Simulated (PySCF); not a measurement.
Compound: C5H8ClGeO (doublet state).
Numbering: `[CH2:1]=[CH:2][GeH2:3]/[C:4](=[CH:5]/[Cl:6])[CH2:7][O:8]` (hydrogens: H9, H10 on C1; H11 on C2; H12, H13 on Ge3; H14 on C5; H15, H16 on C7)
Bond orders are those of one Lewis drawing.

Computed by this run: PySCF, PBE0-D3(BJ)/def2-SVP geometry optimisation, gas phase; unrestricted, density fitting, grid level 1; the optimiser is geomeTRIC in internal coordinates, started from a GFN2-xTB structure with every atom displaced at random (about 0.01 Å).

Step 0: E = -76363.7784 eV
```
atom  x, y, z in Å  |  force x, y, z in eV/Å
C1      3.0143    0.0611   -0.5409   -1.499   1.935   0.836
C2      1.9788    0.6613    0.0824    0.280  -0.932  -0.039
Ge3     0.4937   -0.3128    0.9218    0.840   1.184  -0.648
C4     -1.0972    0.0414   -0.1125   -1.082  -0.185  -0.077
C5     -1.2182    0.7502   -1.2335    0.029  -0.223   0.537
Cl6    -2.6840    1.0073   -2.0990   -0.241  -0.071  -0.003
C7     -2.2463   -0.6653    0.5664   -0.336   1.086  -1.379
O8     -1.8560   -1.3440    1.6172   -0.275  -1.018   1.352
H9      3.0611   -0.9825   -0.6003    0.239  -1.953  -0.200
H10     3.7907    0.6428   -0.9982    0.705   0.345  -0.362
H11     1.9504    1.7441    0.1528    0.059   0.456  -0.072
H12     0.2748    0.1846    2.3282   -0.042   0.241   0.511
H13     0.7627   -1.7684    0.9172    0.307  -1.069  -0.056
H14    -0.3792    1.2463   -1.6659    0.766   0.487  -0.586
H15    -2.7956   -1.3338   -0.1575    0.019   0.072   0.210
H16    -3.0712    0.0679    0.8355    0.230  -0.354  -0.024
```

Step 1: E = -76364.0696 eV
```
atom  x, y, z in Å  |  force x, y, z in eV/Å
C1      2.9805    0.0976   -0.5871    0.045  -0.333  -0.040
C2      1.9807    0.6952    0.0648   -0.097   0.149   0.044
Ge3     0.5479   -0.2739    0.9407   -0.125  -0.184   0.064
C4     -1.1300    0.0028   -0.0451    0.224  -0.145   0.238
C5     -1.1427    0.7258   -1.1616   -0.033   0.151  -0.165
Cl6    -2.5899    0.9939   -2.0832   -0.026   0.014  -0.046
C7     -2.3328   -0.6779    0.5453    0.010   0.060  -0.081
O8     -2.0943   -1.4073    1.6496   -0.081  -0.064   0.090
H9      3.0416   -1.0031   -0.6588    0.023   0.296  -0.018
H10     3.7841    0.6645   -1.0727   -0.013  -0.027   0.014
H11     1.9652    1.7932    0.1221    0.023  -0.054  -0.026
H12     0.3572    0.2314    2.3869    0.027  -0.021  -0.080
H13     0.8721   -1.7871    0.9352    0.027   0.157   0.002
H14    -0.2636    1.2145   -1.5934   -0.050  -0.053   0.014
H15    -2.8537   -1.3269   -0.2033    0.050   0.032  -0.017
H16    -3.1437    0.0572    0.7744   -0.005   0.023   0.007
```

Task: Estimate the geometry and energy of step 2. (The exact step hangs on the optimiser's Hessian estimate; all steps are aligned on step 1, rigid shifts and turns removed.)

Result: E = -76364.0788 eV, largest force 0.087 eV/Å
```
atom  x, y, z in Å  |  force x, y, z in eV/Å
C1      2.9671    0.1076   -0.5991    0.035   0.021  -0.034
C2      1.9675    0.6930    0.0676   -0.022  -0.034   0.004
Ge3     0.5520   -0.2929    0.9551   -0.034  -0.027  -0.020
C4     -1.1203   -0.0118   -0.0283    0.013  -0.054   0.067
C5     -1.1283    0.7075   -1.1519    0.043   0.027  -0.065
Cl6    -2.5572    0.9948   -2.0987   -0.001  -0.037   0.069
C7     -2.3416   -0.6684    0.5514   -0.062   0.047  -0.020
O8     -2.1521   -1.4022    1.6641    0.020   0.014  -0.021
H9      3.0570   -0.9818   -0.6954   -0.051   0.037   0.042
H10     3.7555    0.6940   -1.0845    0.012   0.003  -0.012
H11     1.9446    1.7892    0.1252    0.021  -0.009  -0.004
H12     0.3723    0.2119    2.3972   -0.003  -0.002   0.002
H13     0.8992   -1.7922    0.9465    0.016   0.013   0.002
H14    -0.2391    1.1711   -1.5858    0.007   0.000   0.002
H15    -2.8563   -1.3052   -0.2104    0.006   0.000  -0.010
H16    -3.1415    0.0854    0.7607    0.001   0.004  -0.003
```

The energy changes by -0.0091 eV. The first-order estimate −F·Δx gives -0.0193 eV and the mean of the old and new forces, exact on a quadratic surface, -0.0093 eV. The step makes an angle of 79° with the force vector and moves no atom by more than 0.060 Å.

What follows is the cost of the whole optimisation. The run took 3.6 min on one thread of an AMD EPYC 7R13 (shared host), and the process peaked at 0.97 GiB of memory.
